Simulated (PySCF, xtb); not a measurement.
Sn(Me)(OH)3 (CH₆O₃Sn), SMILES [OH][Sn]([CH3])([OH])[OH].

GFN2-xTB (xtb 6.7.1) at its own geometry gives an orbital gap of 4.68 eV and a dipole moment of 1.86 D.

Geometry: B3LYP-D3(BJ)/def2-SVP. The structure was generated by enumeration; whether it is a known compound was not checked. The def2 effective core potentials stand for the cores of Sn; spin–orbit coupling is left out. One conformer was computed; it need not be the lowest.

### Question
What does PBE0/def2-TZVP (PySCF) give? (The exact figures need the calculation; the answer reports its results.)

### Answer
gap 7.36 eV (levels -8.37 and -1.01 eV), dipole 0.49 D.
